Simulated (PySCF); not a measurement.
Does the answer move with the share of exact exchange?

Compound: lithium bromide, LiBr.
SMILES: `[Br][Li]`

PySCF, def2-SVPD basis, density fitting, gas phase, PBE0-D3(BJ)/def2-SVP geometry; singlet excitations by full TDDFT with frozen cores, triplets by Tamm–Dancoff TDDFT and ionisation energies by ΔSCF, from the lowest of the holes tried. One functional is left out:

```tsv
functional	exact exchange (%)	HOMO energy (eV)	LUMO energy (eV)	lowest singlet excitation (eV)	lowest triplet excitation (eV)	dipole moment (D)	mean polarisability (au)	vertical ionisation energy (eV)
LDA	0	-5.77	-1.81	3.90	3.90	6.956	37.9	9.79
PBE	0	-5.65	-1.92	3.70	3.63	6.948	38.2	9.53
PBE0	25	-6.83	-1.43	4.34	4.26	7.135	35.4	9.51
BHandHLYP	50	-7.89	-1.21	4.60	4.56	7.235	33.9	9.39
```

**Question.** Predict the row of B3LYP (20 % exact exchange) by straight lines through the other rows, and check it.

**Answer.** 
```tsv
property	line	computed	computed − line	PBE0 (25 %), for comparison
HOMO energy (eV)	-6.59	-6.59	0.00	-6.83
LUMO energy (eV)	-1.58	-1.71	-0.13	-1.43
lowest singlet excitation (eV)	4.16	4.00	-0.16	4.34
lowest triplet excitation (eV)	4.11	3.98	-0.13	4.26
dipole moment (D)	7.076	7.070	-0.006	7.135
mean polarisability (au)	36.2	36.5	+0.3	35.4
vertical ionisation energy (eV)	9.55	9.57	+0.02	9.51
```

**Question.** Which of these properties follows the share of exact exchange most closely, and which least?

**Answer.** Most closely the HOMO energy, least the vertical ionisation energy; the correlations over the tabulated rows are HOMO energy -0.999, dipole moment 0.989, mean polarisability -0.989, LUMO energy 0.978, lowest singlet excitation 0.965, lowest triplet excitation 0.955, vertical ionisation energy -0.775. The HOMO energy moves by -0.437 eV for every 10 %. Functionals with the same share still differ in their other parts: at 0 % LDA and PBE differ by 0.12 eV in it.
